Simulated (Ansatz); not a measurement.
CdHI (SMILES [CdH][I]) moved off its minimum; all values from Ansatz (a first-principles code), cores frozen in correlated methods. Elements past Kr take the def2 small-core potentials, without spin–orbit coupling.
(charge 0, multiplicity 1)
```xyz
3

Cd     0.0147     0.0075    -1.3358
H      0.0137    -0.0251    -3.0241
I     -0.0069    -0.0405     1.2969
```

Task: Give the forces (eV/Å), the total energy and the dipole at CCSD(T)/def2-TZVPPD.

Result: 
```csv
atom,Fx,Fy,Fz
Cd1,-0.014,-0.061,-0.148
H2,0.008,0.037,0.328
I3,0.006,0.023,-0.180
```
Energy -464.7542 hartree, dipole 1.86 D.
